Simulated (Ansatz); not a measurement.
Basis-set extrapolation for Cl2F2H3NSi2 (`F[SiH2]N[Si](F)(Cl)Cl`) (PBE0-D4/def2-TZVP geometry, frozen core, the Gaussian-basis code of Ansatz). Multiplicity 1, RHF reference.

```tsv
	def2-TZVPP	def2-QZVPP
HF	-1752.432093	-1752.488968
MP2 correlation	-1.311717	-1.434870
CCSD(T) correlation	-1.410793	not run
```

Energies in hartree. Use E(X) = E(∞) + A·exp(−7.88·√X) for Hartree–Fock and E(X) = E(∞) + B·X^(−2.97) for correlation, with X = 3 and 4, and add CCSD(T) minus MP2 of the smaller set to the MP2 limit.

**Question.** What is the CCSD(T) energy at the basis-set limit?

**Answer.** HF limit: -1752.488968 + (-0.056875) × 0.13774 = -1752.49680. MP2 limit: -1.434870 + (-0.123153) × 0.74074 = -1.52609. Higher-order term: -1.410793 − (-1.311717) = -0.09908. Total: -1754.12197 hartree, 732.7 kJ/mol below CCSD(T)/def2-TZVPP.
